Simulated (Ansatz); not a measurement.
Gas-phase electronic energies from Ansatz, PBE0-D4/def2-TZVP geometries. CBS: MP2 limit from def2 TZ/QZ plus the TZ coupled-cluster correction, frozen cores. This one scheme is used for every species. DFT in def2-TZVPP. B3LYP here is the variant with VWN-RPA as its local correlation; programs differ in this. HSE06 is defined as in plane-wave codes. One conformer a species, not always the lowest.

`C=C[SiH](C)O[SiH3]` + `NCCO` → `OCCN[SiH3]` + `C=C[SiH](C)O`  (ligand exchange at the Si–O bond)

```json
{"level": "LDA (SPW92)", "ΔE (kcal/mol)": "11.5", "difference from CCSD(T)/CBS": "-3.8"}
{"level": "PBE-D4", "ΔE (kcal/mol)": "12.6", "difference from CCSD(T)/CBS": "-2.7"}
{"level": "revPBE-D4", "ΔE (kcal/mol)": "12.5", "difference from CCSD(T)/CBS": "-2.8"}
{"level": "BLYP-D4", "ΔE (kcal/mol)": "14.4", "difference from CCSD(T)/CBS": "-0.9"}
{"level": "r2SCAN-D4", "ΔE (kcal/mol)": "14.5", "difference from CCSD(T)/CBS": "-0.8"}
{"level": "B97M-V", "ΔE (kcal/mol)": "15.4", "difference from CCSD(T)/CBS": "0.1"}
{"level": "PBE0-D4", "ΔE (kcal/mol)": "13.8", "difference from CCSD(T)/CBS": "-1.5"}
{"level": "B3LYP-D4", "ΔE (kcal/mol)": "15.3", "difference from CCSD(T)/CBS": "0.0"}
{"level": "r2SCANh-D4", "ΔE (kcal/mol)": "14.7", "difference from CCSD(T)/CBS": "-0.6"}
{"level": "r2SCAN0-D4", "ΔE (kcal/mol)": "15.0", "difference from CCSD(T)/CBS": "-0.3"}
{"level": "HSE06-D4", "ΔE (kcal/mol)": "13.7", "difference from CCSD(T)/CBS": "-1.6"}
{"level": "BHLYP-D4", "ΔE (kcal/mol)": "16.9", "difference from CCSD(T)/CBS": "1.6"}
{"level": "CAM-B3LYP-D4", "ΔE (kcal/mol)": "15.6", "difference from CCSD(T)/CBS": "0.3"}
{"level": "ωB97X-V", "ΔE (kcal/mol)": "14.8", "difference from CCSD(T)/CBS": "-0.5"}
{"level": "B2PLYP", "ΔE (kcal/mol)": "15.0", "difference from CCSD(T)/CBS": "-0.3"}
{"level": "PBE-QIDH", "ΔE (kcal/mol)": "14.5", "difference from CCSD(T)/CBS": "-0.8"}
{"level": "PBE", "ΔE (kcal/mol)": "12.3", "difference from CCSD(T)/CBS": "-3.0"}
{"level": "revPBE", "ΔE (kcal/mol)": "12.4", "difference from CCSD(T)/CBS": "-2.9"}
{"level": "BLYP", "ΔE (kcal/mol)": "14.0", "difference from CCSD(T)/CBS": "-1.3"}
{"level": "PBE0", "ΔE (kcal/mol)": "13.4", "difference from CCSD(T)/CBS": "-1.9"}
{"level": "B3LYP", "ΔE (kcal/mol)": "14.8", "difference from CCSD(T)/CBS": "-0.5"}
{"level": "r2SCANh", "ΔE (kcal/mol)": "14.5", "difference from CCSD(T)/CBS": "-0.8"}
{"level": "r2SCAN0", "ΔE (kcal/mol)": "14.8", "difference from CCSD(T)/CBS": "-0.5"}
{"level": "HSE06", "ΔE (kcal/mol)": "13.4", "difference from CCSD(T)/CBS": "-1.9"}
{"level": "BHLYP", "ΔE (kcal/mol)": "16.2", "difference from CCSD(T)/CBS": "0.9"}
{"level": "CAM-B3LYP", "ΔE (kcal/mol)": "15.1", "difference from CCSD(T)/CBS": "-0.2"}
{"level": "LC-ωPBE", "ΔE (kcal/mol)": "13.8", "difference from CCSD(T)/CBS": "-1.5"}
{"level": "RPA@PBE/def2-TZVPP", "ΔE (kcal/mol)": "15.4", "difference from CCSD(T)/CBS": "0.1"}
{"level": "HF/def2-SVP", "ΔE (kcal/mol)": "16.9", "difference from CCSD(T)/CBS": "1.6"}
{"level": "MP2/def2-SVP", "ΔE (kcal/mol)": "13.9", "difference from CCSD(T)/CBS": "-1.4"}
{"level": "CCSD/def2-SVP", "ΔE (kcal/mol)": "14.6", "difference from CCSD(T)/CBS": "-0.7"}
{"level": "CCSD(T)/def2-SVP", "ΔE (kcal/mol)": "14.2", "difference from CCSD(T)/CBS": "-1.1"}
{"level": "SCS-MP2/def2-TZVPP", "ΔE (kcal/mol)": "15.6", "difference from CCSD(T)/CBS": "0.3"}
{"level": "CCSD/def2-TZVPP", "ΔE (kcal/mol)": "15.5", "difference from CCSD(T)/CBS": "0.2"}
{"level": "CCSD(T)/def2-TZVPP", "ΔE (kcal/mol)": "15.0", "difference from CCSD(T)/CBS": "-0.3"}
{"level": "HF/def2-QZVPP", "ΔE (kcal/mol)": "18.6", "difference from CCSD(T)/CBS": "3.3"}
{"level": "SCS-MP2/def2-QZVPP", "ΔE (kcal/mol)": "15.8", "difference from CCSD(T)/CBS": "0.5"}
{"level": "HF/CBS(def2)", "ΔE (kcal/mol)": "18.6", "difference from CCSD(T)/CBS": "3.3"}
{"level": "MP2/CBS(def2)", "ΔE (kcal/mol)": "15.1", "difference from CCSD(T)/CBS": "-0.2"}
{"level": "CCSD/CBS(def2)", "ΔE (kcal/mol)": "15.8", "difference from CCSD(T)/CBS": "0.5"}
{"level": "CCSD(T)/CBS", "ΔE (kcal/mol)": "15.3", "difference from CCSD(T)/CBS": "0"}
```

Largest T1 diagnostic among the species: 0.011.

From BLYP to BHLYP (50 % exact exchange), in def2-TZVPP and without D4, ΔE moves by +2.2 kcal/mol. Leaving LDA and LC-ωPBE aside and taking each functional with its dispersion term where it has one, the values spread over 4.4 kcal/mol, from revPBE-D4 to BHLYP-D4. LDA lies −0.8 kcal/mol from PBE without D4.
